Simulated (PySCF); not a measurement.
A structure optimised at PBE0-D3(BJ)/def2-TZVPD, used in a PySCF frequency run:

```
Zn
O 1 1.7007
```

### Question
Write its SMILES, formula and point group.

### Answer
[O]=[Zn], OZn, C∞v

### Question
What are its rotational constants (standard atomic weights)?

### Answer
13.593 GHz (linear rotor, B only)
